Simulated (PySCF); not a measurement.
Mg: excitation energy

Mg [Ne] 3s2 (1S) → Mg [Ne] 3s1 3d1 (3D), as a difference of total energies. All numbers are calculated (PySCF 2.14, the spin-free X2C one-electron Hamiltonian (Gaussian nucleus), in aug-cc-pVTZ-DK (6s5p3d2f, 50 functions)). Correlated levels: valence: [Ne] frozen. The calculations carry no spin-orbit coupling.

```json
{"method": "UHF", "excitation energy (eV)": "5.686"}
{"method": "LDA", "excitation energy (eV)": "6.067"}
{"method": "PBE", "excitation energy (eV)": "5.868"}
{"method": "PBE0", "excitation energy (eV)": "5.955"}
{"method": "r2SCAN", "excitation energy (eV)": "5.837"}
{"method": "BP86", "excitation energy (eV)": "5.874"}
{"method": "r2SCANh", "excitation energy (eV)": "5.884"}
{"method": "BLYP", "excitation energy (eV)": "6.040"}
{"method": "MP2 (valence)", "excitation energy (eV)": "6.232"}
```

**Question.** Estimate what PW91 gives.

**Answer.** 5.898 eV, closest to r2SCANh among the rows shown.

**Question.** Estimate what SCS-MP2 (valence) gives.

**Answer.** 6.427 eV, closest to MP2 (valence) among the rows shown.

Errors of the correlated levels include the incompleteness of this basis and the frozen core.

The promoted electron is Rydberg-like, and one or two diffuse shells describe it only roughly, which tends to raise the upper state.

In the upper state the promoted electron has a positive orbital energy at BLYP, so the basis confines it.

For comparison: 5.946 eV (measured; NIST levels, between the centres of gravity of the two terms).
